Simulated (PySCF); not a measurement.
# Exercise with solution: oscillator strength and radiative lifetime

CH₈Si₂, SMILES [SiH3]C[SiH3].

Geometry: B3LYP-D3(BJ)/def2-SVP.

TDA-M06-2X/def2-SVPD run with PySCF puts the first singlet state with f over 0.02 at 7.86 eV (vertical), with the transition dipole (-0.495, 0.000, 0.000) in atomic units.

**Question.** Find the oscillator strength, the wavelength and the radiative lifetime that this transition would have in vacuum if emission retraced absorption.

**Answer.** 
|μ|² = 0.2450 au, so |μ| = 1.26 D. ΔE = 7.86/27.211 = 0.2888 hartree. f = (2/3) ΔE |μ|² = 0.047 (the program prints 0.047).
λ = 1239.84/7.86 = 158 nm; ν = 63395 cm⁻¹.
Einstein's coefficient A = 0.6670 ν² f s⁻¹ (ν in cm⁻¹) = 1.3e8 s⁻¹, so τ = 1/A = 7.9 ns. This state is S1. The figure is the radiative limit of this one transition; relaxation, internal conversion, crossing to triplets and a medium change what is measured.
